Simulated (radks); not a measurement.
Species: the manganese ion Mn4+. Configuration: [Ar] 3d3. Method: scalar-relativistic Kohn-Sham, PBE, spin-polarised, spherical densities, point nucleus; open shells are filled with parallel spins first; computed with a radial shooting solver on a logarithmic mesh with Libxc functionals.

Radial electron density D(r) = 4 pi r^2 rho(r):

r (bohr)  D(r) (e/bohr)  spin D(r)
0.005221          3.011  -0.000202
0.005886          3.687  -0.000248
0.006584          4.438  -0.000298
0.007423          5.389  -0.000362
0.00837           6.507  -0.000436
0.009437          7.812  -0.000523
0.01064           9.314  -0.000623
0.012             11.02  -0.000737
0.01342           12.80  -0.000855
0.01513           14.88  -0.000993
0.01706           17.12   -0.00114
0.01923           19.46   -0.00130
0.02169           21.83   -0.00146
0.02445           24.12   -0.00162
0.02757           26.22   -0.00177
0.03083           27.88   -0.00190
0.03477           29.20   -0.00203
0.0392            29.95   -0.00214
0.0442            30.04   -0.00224
0.04983           29.46   -0.00230
0.05618           28.32   -0.00232
0.06284           26.91   -0.00223
0.07085           25.31   -0.00186
0.07989           23.98  -0.000888
0.09007           23.28    0.00133
0.1016            23.50    0.00593
0.1145            24.74     0.0148
0.1281            26.69     0.0294
0.1444            29.23     0.0558
0.1628            31.61     0.0990
0.1836            33.08      0.166
0.207             33.02      0.267
0.2334            31.11      0.409
0.261             27.77      0.589
0.2943            23.13      0.836
0.3318            18.30       1.14
0.3741            14.31       1.50
0.4218            11.90       1.89
0.4756            11.27       2.30
0.5363            12.04       2.67
0.5998            13.27       2.93
0.6763            14.26       3.08
0.7625            14.26       3.07
0.8597            13.05       2.88
0.9694            10.86       2.55
1.093             8.204       2.12
1.222             5.787       1.67
1.378             3.626       1.21
1.554             2.062      0.808
1.752             1.065      0.495
1.976            0.4997      0.276
2.228            0.2124      0.138
2.491           0.08693     0.0645
2.809           0.02972     0.0246
3.167          0.008823    0.00790
3.571          0.002213    0.00208

D(r) has 3 maxima, at r = 0.0421, 0.194, 0.721 bohr, and minima at 0.0930, 0.468 bohr, inside which lie 2.11, 10.56 electrons.
